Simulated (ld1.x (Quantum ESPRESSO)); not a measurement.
**Fe, TM: configuration errors across variants**

| Quantity | Value |
| --- | --- |
| Element | iron (Fe) |
| Generator | ld1.x (Quantum ESPRESSO) 7.5 |
| Type | norm-conserving Troullier–Martins (Kleinman–Bylander form) |
| Functional | PBE |
| Relativity | scalar-relativistic |
| Frozen core | [Ne] 3s2 |
| Valence charge | 14 |
| Reference configuration | 3p6 3d6 4s1.75 4p0.25 |
| Partial waves | 4s (bound): rc 2.00 bohr; 3p (bound): rc 1.20 bohr; 3d (bound): rc 1.75 bohr |
| Local potential | the d channel |
| Core correction | none |

Occupied shells without a wave of their own: 4p. They enter only through the test configuration that unscreens the potential.

All-electron excitation energies from the reference (eV): (1) 3p6 3d6 4s2 4p0 -1.000; (2) 3p6 3d6 4s1 4p0 7.729; (3) 3p6 3d6 4s0 4p0 23.933; (4) 3p6 3d5 4s2 4p1 7.748; (5) 3p6 3d4 4s0 4p0 111.245; (6) 3p6 3d7 4s0 4p0 5.637; (7) 3p6 3d6 4s1.5 4p0 2.484.

For the base: The 4p level has no wave, so the channel is fitted at the deeper level alone: the likely source of the large errors.

On the changes marked as counting shells twice: ld1.x takes every shell without a wave as core, so the model core holds the marked electrons as well and exchange and correlation see them twice. This cancels in the reference configuration, but the file is broken for other ones, and its errors say nothing about a proper core correction.

5 further variants failed, have other tests or another functional or relativity, and are left out.

A true bound ghost makes a file unfit for plane-wave use even where its test errors are small: the radial tests pick states by their node count and pass the ghost by.

The file “all radii scaled by about 1.21 (s 2.42, p 1.46, d 2.12 bohr)” misses its own reference levels by 0.4 eV.

Errors AE − PS in meV (a dash: test not solved or not reliable):

| change | (1) | (2) | (3) | (4) | (5) | (6) | (7) | bound ghosts |
| --- | --- | --- | --- | --- | --- | --- | --- | --- |
| base | +47 | +103 | +163 | -292 | +593 | -12 | +74 | s |
| all radii scaled by about 1.21 (s 2.42, p 1.46, d 2.12 bohr) | +88 | +199 | +319 | -465 | +1188 | +127 | +141 | s |
| core correction a·sin(br)/r model core inside 0.80 bohr (4p counted twice) | +45 | +72 | +42 | -308 | +277 | -78 | +65 | s |
| wave 4s (bound): rc 2.00 bohr becomes 4s (bound): rc 2.06 bohr | +47 | +103 | +162 | -293 | +600 | -14 | +74 | s |
| wave 3p (bound): rc 1.20 bohr becomes 3p (bound): rc 0.76 bohr | +48 | – | +166 | -298 | +596 | -11 | +75 | s |
| wave 3p (bound): rc 1.20 bohr becomes 3p (bound): rc 1.00 bohr | +47 | +104 | +165 | -295 | +594 | -11 | +74 | s |
| wave 3p (bound): rc 1.20 bohr becomes 3p (bound): rc 1.10 bohr | +47 | +103 | +164 | -293 | +593 | -12 | – | s |

**Question.** Give the same row for: wave 3d (bound): rc 1.75 bohr becomes 3d (bound): rc 1.34 bohr.

**Answer.** +12, +25, +29, -102, +261, -84, –; bound ghosts: s.
